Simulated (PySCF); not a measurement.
C₄H₅NS, SMILES c1(C)cscn1. Atoms are numbered in the order given.

```xyz
11

C     -0.1798    -2.4503     0.0000
C     -0.0322    -0.9584     0.0000
C     -1.0698    -0.0398     0.0000
S     -0.4504     1.5761     0.0000
C      1.1684     0.9081     0.0000
N      1.2295    -0.3974     0.0000
H     -1.2432    -2.7540     0.0000
H      0.3139    -2.8902    -0.8907
H      0.3139    -2.8902     0.8907
H     -2.1491    -0.2329     0.0000
H      2.0441     1.5744     0.0000
```

The structure is a stationary point at PBE-D3(BJ)/def2-SVP.

All values below come from PBE0/def2-TZVP (PySCF).

Symmetry labels are those of the subgroup Cs that the program uses (full group Cs).

Computed valence orbital energies around the gap with their symmetry:
```json
[
 {"orbital": "HOMO−7", "symmetry": "A'", "energy (eV)": "-12.08"},
 {"orbital": "HOMO−6", "symmetry": "A'", "energy (eV)": "-11.52"},
 {"orbital": "HOMO−5", "symmetry": "A'", "energy (eV)": "-10.97"},
 {"orbital": "HOMO−4", "symmetry": "A\"", "energy (eV)": "-10.88"},
 {"orbital": "HOMO−3", "symmetry": "A'", "energy (eV)": "-10.10"},
 {"orbital": "HOMO−2", "symmetry": "A\"", "energy (eV)": "-8.12"},
 {"orbital": "HOMO−1", "symmetry": "A'", "energy (eV)": "-7.95"},
 {"orbital": "HOMO", "symmetry": "A\"", "energy (eV)": "-6.92"},
 {"orbital": "LUMO", "symmetry": "A\"", "energy (eV)": "-0.80"},
 {"orbital": "LUMO+1", "symmetry": "A'", "energy (eV)": "0.44"},
 {"orbital": "LUMO+2", "symmetry": "A\"", "energy (eV)": "0.95"},
 {"orbital": "LUMO+3", "symmetry": "A'", "energy (eV)": "1.54"}
]
```
